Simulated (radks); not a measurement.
The nuclear charge of the promethium ion Pm2+ is varied continuously with 59 electrons held in [Xe] 4f5. All-electron calculation, Dirac Kohn-Sham, PBEsol, spin-unpolarised, spherical densities, finite nucleus; open shells fill j = l - 1/2 first; Fermi nuclear charge, rms radius 4.962 fm. Program: a radial shooting solver on a logarithmic mesh with Libxc functionals. By the Hellmann-Feynman theorem dE/dZ = E(electron-nucleus)/Z, the electronic potential at the nucleus (averaged over a nucleus of fixed radius).

| Z | E (hartree) | E(electron-nucleus)/Z (hartree) | HOMO | e(HOMO) (eV) | <r> HOMO (bohr) |
|---|---|---|---|---|---|
| 60.5 | -9822.7614 | -396.821 | 4f5/2 | -8.208 | 1.138 |
| 60.75 | -9922.2652 | -399.209 | 4f5/2 | -11.595 | 1.077 |
| 61 | -10022.3658 | -401.595 | 4f5/2 | -15.309 | 1.030 |
| 61.25 | -10123.0625 | -403.979 | 4f5/2 | -19.296 | 0.9906 |
| 61.5 | -10224.3552 | -406.363 | 4f5/2 | -23.524 | 0.9573 |
| 61.75 | -10326.2440 | -408.748 | 4f5/2 | -27.969 | 0.9281 |
| 62 | -10428.7291 | -411.134 | 4f5/2 | -32.615 | 0.9021 |

The central difference of E at Z = 61 is -401.595 hartree, to compare with the third column; the second derivative is -9.54 hartree.
